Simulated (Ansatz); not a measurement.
A run for Ansatz (a first-principles code): R-CCSD(T)/def2-TZVPP on H4PbSSi (SMILES [SiH3][Pb][SH]), a point of a torsion scan. Elements past Kr take the def2 small-core potentials; no spin–orbit coupling. The run froze 19 orbitals, filled d shells among them.

Ansatz 0.2 input:
```yaml
crystal:
  periodic: [false, false, false]
  atoms:
    - {symbol: Si, position_ang: [-1.35874586, -0.14070973, -0.05547105]}
    - {symbol: Pb, position_ang: [0.99643410, 1.13058121, -0.21637564]}
    - {symbol: S, position_ang: [1.04425804, 1.02844275, -2.73344382]}
    - {symbol: H, position_ang: [-1.55109770, -1.25275188, -0.98135910]}
    - {symbol: H, position_ang: [-2.52276878, 0.72323689, -0.26560781]}
    - {symbol: H, position_ang: [-1.60577029, -0.73145439, 1.26700345]}
    - {symbol: H, position_ang: [2.19195784, 1.65190331, -2.95981543]}
basis:
  gaussian:
    orbitals: def2-TZVPP
magnetization: {spin_polarized: false}
correlation: {method: ccsd_t, electrons: outside_noble_gas}
scf: {lower_state_search: off}
```

Program output:

```
WARN ansatz: RAYON_NUM_THREADS=1 ignored (pool sized by the plan → 1); use --threads N
Functional definition: HF
these checks for a lower state are left out or cut short: stability, starts, cluster_reference, orbital_swaps, neighbouring_geometries, increment
integrals: 0.68 GiB planned
1269 factors; integrals over basis functions are off by at most 9.5e-4 eV
mean field: 0.61 GiB planned
mean field evaluation 1: about -23962.4166 eV, gradient 1.9e1 eV
mean field evaluation 2: about -23962.4760 eV, gradient 1.9e1 eV
mean field evaluation 4: about -23964.2854 eV, gradient 3.0e0 eV
mean field evaluation 8: about -23964.3496 eV, gradient 3.4e-1 eV
mean field -23964.35037605 eV, -880.6736326998 hartree, gradient 6.4e-6 eV, S^2 0.000000; 0 other end points of the search recorded, 0 dependent functions left out
19 core orbitals not correlated
reference -23964.35037605 eV, -880.6736326998 hartree; 9, 9 occupied and 162, 162 virtual orbitals, 1269 factors
second order -10.43022321 eV of doubles, -0.00000000 eV of singles
coupled cluster: 1.84 GiB planned
cycle   1  -11.36649823 eV  change   -9.4e-1 eV  update   9.2e-2
cycle   2  -11.73619865 eV  change   -3.7e-1 eV  update   3.1e-2
cycle   3  -11.80394657 eV  change   -6.8e-2 eV  update   1.7e-2
cycle   4  -11.79951970 eV  change    4.4e-3 eV  update   5.8e-3
cycle   5  -11.79653523 eV  change    3.0e-3 eV  update   2.8e-3
cycle   6  -11.79629896 eV  change    2.4e-4 eV  update   1.1e-3
cycle   7  -11.79638531 eV  change   -8.6e-5 eV  update   4.1e-4
cycle   8  -11.79651431 eV  change   -1.3e-4 eV  update   1.6e-4
cycle   9  -11.79650612 eV  change    8.2e-6 eV  update   5.4e-5
cycle  10  -11.79648380 eV  change    2.2e-5 eV  update   1.7e-5
perturbative correction -0.50643329 eV, -0.0186110800 hartree
Total energy: -23976.65329314 eV, -881.1257565636 hartree
Checks for a lower state left out: stability, starts, cluster_reference, orbital_swaps, neighbouring_geometries, increment
```

The run converged.

Cost: roughly 40 core-seconds.
